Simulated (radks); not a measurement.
The numbers below are computed, except where a source is named.
Excited configurations of the tantalum ion Ta22+: one electron is placed in a higher orbital outside [Kr] 4d10 4f4. The ground configuration is [Kr] 4d10 4f5. Level of theory: scalar-relativistic Kohn-Sham, BLYP, spin-polarised, spherical densities, finite nucleus; open shells are filled with parallel spins first (spin-orbit coupling, left out, can overturn this in heavy ions); Fermi nuclear charge, rms radius 5.3507 fm (a radial shooting solver on a logarithmic mesh with Libxc functionals). Excitation = E - E(ground); binding = E(ion) - E, where the ion is the core of charge +23; n* = 23/sqrt(2 binding) in atomic units. These energies are relativistic, and a one-electron ion of charge +23 with no core already has n* below n in this formula (scalar-relativistic equation, point nucleus: 5s 4.988, 5p 4.993, 5d 4.996, 5f 4.998, 6s 5.988, 6d 5.996, 7s 6.987, 7p 6.992, 7d 6.996). The quantum defect is therefore taken as that value minus n*, so that it holds no relativistic shift of the bare ion.

5s: excitation (eV) 65.216; binding (eV) 569.44; quantum defect 1.433; eigenvalue (eV) -556.75; <r> (bohr) 0.8478
5p: excitation (eV) 120.63; binding (eV) 514.03; quantum defect 1.251; eigenvalue (eV) -502.16; <r> (bohr) 0.8988
5d: excitation (eV) 193.49; binding (eV) 441.17; quantum defect 0.957; eigenvalue (eV) -430.12; <r> (bohr) 0.9650
5f: excitation (eV) 270.89; binding (eV) 363.76; quantum defect 0.550; eigenvalue (eV) -353.45; <r> (bohr) 1.039
6s: excitation (eV) 290.29; binding (eV) 344.37; quantum defect 1.416; eigenvalue (eV) -337.77; <r> (bohr) 1.386
6d: excitation (eV) 353.03; binding (eV) 281.62; quantum defect 0.941; eigenvalue (eV) -275.76; <r> (bohr) 1.568
7s: excitation (eV) 402.46; binding (eV) 232.20; quantum defect 1.420; eigenvalue (eV) -227.61; <r> (bohr) 2.046
7p: excitation (eV) 417.57; binding (eV) 217.08; quantum defect 1.234; eigenvalue (eV) -212.73; <r> (bohr) 2.147
7d: excitation (eV) 438.33; binding (eV) 196.32; quantum defect 0.941; eigenvalue (eV) -192.32; <r> (bohr) 2.292

The Delta-SCF ionisation energy is 634.66 eV (NIST Atomic Spectra Database: 660 eV, theoretical). Self-interaction in the functional shifts the binding energies and quantum defects, so they are the method's values and not measured ones. Open shells are spherical and high-spin; term and fine-structure splittings are not resolved. Spin-orbit splitting is averaged out at the scalar-relativistic level.
